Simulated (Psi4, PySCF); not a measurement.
H₃F₂NOSi (SMILES N[Si](O)(F)F), singlet, at a GFN2-xTB geometry, atoms displaced at random by about 0.08 Å a coordinate. Base run: B3LYP/STO-3G, gradient run with PySCF.

The PySCF input:
```python
from pyscf import gto, scf, dft

mol = gto.Mole()
mol.atom = '''
    N     1.729799   -0.164706    0.040988
    Si   -0.024338   -0.063212    0.179522
    O    -0.471722    1.541102    0.125232
    F    -0.624709   -0.808148    1.327365
    F    -0.538015   -0.798965   -1.385388
    H     2.167985    0.033031   -0.699774
    H     2.423792   -0.081666    0.902284
    H    -1.474215    1.764721    0.016000
'''
mol.basis = 'sto-3g'
mol.charge = 0
mol.spin = 0
mol.verbose = 4
mol.build()

mf = dft.RKS(mol)
mf.xc = 'b3lyp'
mf.kernel()
g = mf.nuc_grad_method()
grad = g.kernel()
```

Programs used: Psi4, PySCF; a row that names a program was run with it.

The coordinate followed is z of atom 4.

Variants of this job, named by their change:

```csv
change,dE/dx (Eh/bohr),net force (Eh/bohr)
base,-0.097475,0.000117
finite difference step (bohr) = 1e-4; conv_tol = 1e-11,-0.097367,-
grids.level = 5; grid_response = off,-0.097397,0.000017
finite difference step (bohr) = 1e-3; conv_tol = 1e-11,-0.097368,-
grid_response = on,-0.097367,0.000000
finite difference step (bohr) = 0.2; conv_tol = 1e-11,[?],-
conv_tol = 1e-4,-0.097417,0.000117
conv_tol = 1e-11,-0.097475,0.000117
grids.level = 1; grid_response = on,-0.097133,0.000000
conv_tol = 1e-6,-0.097482,0.000117
code = psi4,-0.097454,0.000501
grids.level = 0; grid_response = off,-0.097001,0.019255
```

### Question
Some entries are withheld; supply them.

### Answer

- finite difference step (bohr) = 0.2; conv_tol = 1e-11, dE/dx (Eh/bohr): -0.101109

The net force is zero for an exact gradient.
